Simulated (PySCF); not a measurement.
**Working with the constants of As₂⁺**

PBE0 constants of As₂⁺, ²Πu (doublet), unpaired electrons π ↑ (basis As cc-pVTZ-PP with ECP10; scalar-relativistic core potentials; PySCF 2.14; masses 74.9216 and 74.9216 u):

* ωe: 403.4 cm⁻¹
* ωexe: 0.757 cm⁻¹
* Be: 0.094335 cm⁻¹
* αe: 0.000259 cm⁻¹
* De to As⁺ + As: 4.06 eV

(1) What force constant and bond length do these constants imply?

(2) Estimate the centrifugal constant D from the Kratzer relation and find the Dunham coefficient a1.

Spin–orbit coupling is left out. The state was picked by a PBE0 search and need not be the measured ground state.

## Answers

(1) Reduced mass μred = 37.461 u; k = 5.8918×10⁻⁷·μred·ωe² (u, cm⁻¹, mdyn/Å) = 3.59 mdyn/Å; Re = √(16.8576/(μred·Be)) (u, cm⁻¹, Å) = 2.184 Å.

(2) D = 4Be³/ωe² = 2.06e-08 cm⁻¹; a1 = −1 − αeωe/(6Be²) = -2.96.
